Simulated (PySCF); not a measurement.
C₆H₅Cl, charge -1, doublet, at the geometry of the source list (a state made from the parent by changing its charge; the spin is typed, not shown lowest) (in this run its highest filled SCF level lies above zero, so its values depend strongly on the basis, on diffuse functions most of all). Base run: DF-B3LYP/6-31G* (PySCF).

PySCF was given this input:
```python
from pyscf import gto, scf, dft

mol = gto.M(
    atom='''
Cl    3.040500    0.221900   -0.001600
C     1.318700    0.096200   -0.000700
C     0.548900    1.248000    0.012600
C    -0.830800    1.140800    0.013200
C    -1.435200   -0.104700    0.000700
C    -0.656400   -1.249400   -0.012500
C     0.724200   -1.155100   -0.013200
H     1.024200    2.216600    0.022300
H    -1.434100    2.035700    0.023500
H    -2.511900   -0.183300    0.001300
H    -1.123400   -2.222400   -0.022200
H     1.335100   -2.044400   -0.023500
''',
    basis='6-31g*',
    charge=-1,
    spin=1,
    verbose=5,
)

mf = dft.UKS(mol)
mf.xc = 'b3lyp'
mf = mf.density_fit(auxbasis='def2-universal-jkfit')
mf.kernel()
mf.analyze()
```

Each row names what was changed in the base input (with any setting that the change needs).

| change | basis functions | E (Eh) | HOMO (eV) |
|---|---|---|---|
| base | 112 | -691.76589 | 4.03 |
| basis = x2c-SVPall; relativity = spin-free X2C; nucleus = Gaussian (with nucmod='G'; without mf = mf.density_fit(auxbasis='def2-universal-jkfit')) | 127 | -692.98201 | 3.72 |
| basis = jorge-DZP-DKH; relativity = none (without mf = mf.density_fit(auxbasis='def2-universal-jkfit')) | 139 | -691.62036 | 3.49 |
| basis = ANO-RCC-VDZP; relativity = spin-free X2C (without mf = mf.density_fit(auxbasis='def2-universal-jkfit')) | 127 | -693.41724 | 2.56 |
| basis = x2c-SVPall; relativity = none (without mf = mf.density_fit(auxbasis='def2-universal-jkfit')) | 127 | -691.31258 | 3.71 |
| basis = jorge-DZP-DKH; relativity = spin-free X2C (without mf = mf.density_fit(auxbasis='def2-universal-jkfit')) | 139 | -693.34340 | 3.49 |
| basis = ANO-RCC-VDZP; relativity = none (without mf = mf.density_fit(auxbasis='def2-universal-jkfit')) | 127 | -691.51678 | 2.56 |
| basis = ANO-RCC-VDZP; relativity = spin-free X2C; nucleus = Gaussian (with nucmod='G'; without mf = mf.density_fit(auxbasis='def2-universal-jkfit')) | 127 | -693.41673 | 2.56 |
| basis = x2c-SVPall; relativity = spin-free X2C (without mf = mf.density_fit(auxbasis='def2-universal-jkfit')) | 127 | -692.98245 | 3.72 |
| basis = jorge-DZP-DKH; relativity = spin-free X2C; nucleus = Gaussian (with nucmod='G'; without mf = mf.density_fit(auxbasis='def2-universal-jkfit')) | 139 | -693.34291 | 3.49 |

Total energies compare only within one method and basis.

Open shells are given as the SCF converged; they aren't shown to be the lowest states, and a large step between rows can be another state.

Basis sets contracted for a relativistic Hamiltonian are a mismatch without it, so the rows without relativity aren't non-relativistic limits. No row has spin-orbit coupling; sets with core potentials leave out the core electrons.
